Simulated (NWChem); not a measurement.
Plane-wave run on MgBr₂ (rutile type)

```yaml
crystal:
  lattice:
    - [6.21678, 0.00000, 0.00000]
    - [0.00000, 6.21678, 0.00000]
    - [0.00000, 0.00000, 4.00364]
  atoms:
    - { symbol: Mg, position: [0.00000, 0.00000, 0.00000] }
    - { symbol: Mg, position: [0.50000, 0.50000, 0.50000] }
    - { symbol: Br, position: [0.30496, 0.30496, 0.00000] }
    - { symbol: Br, position: [0.80496, 0.19504, 0.50000] }
    - { symbol: Br, position: [0.19504, 0.80496, 0.50000] }
    - { symbol: Br, position: [0.69504, 0.69504, 0.00000] }
```

Program: NWChem. Origin of the cell: lattice set by a structure generator, not relaxed at this level; this structure type may not be the compound's usual one.

Norm-conserving pseudopotentials with valence charges Mg 2, Br 7, fixed occupations, no spin-orbit coupling, density cut at twice the wavefunction cutoff.

The filled d shells of Br are in the core.

Level: LDA (Vosko), Troullier-Martins, cutoff 25 Ha, density from a 2×2×4 mesh. Bands run along Γ–X–M–Γ–Z–R–A–Z with k in units of the cell's reciprocal vectors.

Task: What gap does the band structure show, and how wide is the group of occupied bands?

Result: It shows a direct gap along this path of 2.96 eV at Γ. The 16 occupied bands reach 14.5 eV below the valence-band top.
